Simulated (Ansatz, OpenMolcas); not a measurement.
# HfHCl3O (SMILES Cl[Hf](Cl)(Cl)O): methods side by side

HfHCl3O has 6 atoms, charge 0, and is taken as a singlet. SMILES: `Cl[Hf](Cl)(Cl)O`. Geometry: relaxed at PBE0-D4/def2-TZVP.

```xyz
6

Cl    0.8768   -0.1011   -2.3366
Hf   -0.0228   -0.3505   -0.1943
Cl   -2.2624   -0.9993   -0.3497
Cl    1.1860   -1.9651    0.9857
O     0.0841    1.2920    0.7171
H     0.1384    2.1240    1.1777
```

Quantity: the HOMO–LUMO gap, in eV. The values are calculated.

```json
{"level": "HF/def2-SVP (core potential)", "kind": "Hartree–Fock", "program": "Ansatz", "value (eV)": "14.54", "CPU time": "3.5 s"}
{"level": "BLYP/def2-SVP (core potential)", "kind": "GGA", "program": "OpenMolcas", "value (eV)": "5.67", "CPU time": "41 s"}
{"level": "PBE/def2-SVP (core potential)", "kind": "GGA", "program": "OpenMolcas", "value (eV)": "5.71", "CPU time": "36 s"}
{"level": "TPSS/def2-SVP (core potential)", "kind": "meta-GGA", "program": "OpenMolcas", "value (eV)": "5.94", "CPU time": "51 s"}
{"level": "B3LYP/def2-SVP (core potential)", "kind": "global hybrid", "program": "Ansatz", "value (eV)": "7.43", "CPU time": "15 s"}
{"level": "M06-2X/def2-SVP (core potential)", "kind": "hybrid meta-GGA", "program": "OpenMolcas", "value (eV)": "10.14", "CPU time": "43 s"}
{"level": "PBE0/def2-SVP (core potential)", "kind": "global hybrid", "program": "Ansatz", "value (eV)": "7.92", "CPU time": "15 s"}
{"level": "CAM-B3LYP/def2-SVP (core potential)", "kind": "range-separated hybrid", "program": "Ansatz", "value (eV)": "10.36", "CPU time": "14 s"}
```

The values span 5.67 to 14.54 eV. Orbital gaps aren't excitation energies; they tend to grow with the share of exact exchange. Times are those of the runs behind each value, whatever else they computed, on shared processors of several kinds: orders of magnitude only.
